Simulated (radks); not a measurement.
Results of a calculation; reference values are marked as such.
These are the eigenvalues of the occupied orbitals of an atom or ion with whole-number occupations (Ry). Code: a radial shooting solver on a logarithmic mesh with Libxc functionals. Model: non-relativistic Kohn-Sham, PBE, spin-polarised, spherical densities, point nucleus.

1s up: -35.28317
1s down: -35.18087
2s up: -6.58120

Which element is it, and in what charge state? The configuration may be excited. Open shells, if any, are filled with parallel spins first.

Answer. Z = 7, nitrogen, charge +4: N4+ in [He] 2s1. The list shows which subshells hold electrons but not how many an open one holds; the 1s level, -17.642 hartree, gives Z - s = 5.9 by -(Z - s)^2/2, which with screening narrows Z to a few neighbours, and the depths of the outer levels then fix element, charge and occupations together.
